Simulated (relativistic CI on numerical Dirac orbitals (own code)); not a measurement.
Ti+ in a cubic cluster: 1s photoemission with charge transfer

Computed with a charge-transfer multiplet model of a cubic metal-ligand cluster with up to 2 ligand holes, Slater and spin-orbit integrals from Dirac-Coulomb-Breit ions, Slater integrals scaled by 0.7. The parameters are those of a tetrahedral site (10Dq negative, t2 hopping the larger). The ground state mixes d3 with configurations of k ligand holes L, whose averages lie at kΔ + k(k − 1)U_dd/2; a core hole lowers each added d electron by U_cd. 300 K, Lorentzian 1.1 eV and Gaussian 0.6 eV FWHM.

Atomic integrals in eV (Slater integrals scaled, ζ unscaled), ground: F2dd 4.733, F4dd 2.905, zeta_d 0.009; with the core hole: F2dd 6.308, F4dd 3.922, zeta_d 0.020, G2cd 0.024.

Cluster parameters (eV): U_dd = 3.9, U_cd = 4.5, 10Dq = -0.3, 10Dq(ligand) = 0, V(eg) = 0.62, V(t2g) = -1.06, final-state hopping factor = 0.9.

| Case | n_d | d3 | d4L | d5L2 | S |
| --- | --- | --- | --- | --- | --- |
| Δ = 6.7 eV | 3.12 | 0.89 | 0.11 | 0.00 | 1.50 |
| Δ = 8.7 eV | 3.07 | 0.93 | 0.07 | 0.00 | 1.50 |
| Δ = 9.7 eV | 3.06 | 0.94 | 0.06 | 0.00 | 1.50 |

Weights, n_d and S are thermal averages at 300 K. Binding energies count from the first peak over 30 % of the highest in each spectrum, which can be another peak from case to case. The parameters are a model scan and need not match a compound or its usual spin state. Peaks in eV (height, largest 100):
- Δ = 6.7 eV: 0.0 (100), 3.0 (11), 4.6 (7)
- Δ = 8.7 eV: 0.0 (100)
- Δ = 9.7 eV: 0.0 (100)

For the case Δ = 9.7 eV, Δ = 9.7 eV is larger than U_dd = 3.9 eV, the Mott-Hubbard side of the Zaanen-Sawatzky-Allen scheme. With the core hole the configuration with one ligand hole lies at Δ − U_cd = 2.2, 4.2, 5.2 eV from the one without, in the order of the table; where this is negative the screened configuration lies lower, though the effective hopping of about 2.2 eV (from the holes of the mixed ground state) mixes the two strongly wherever it is as large as the gap.
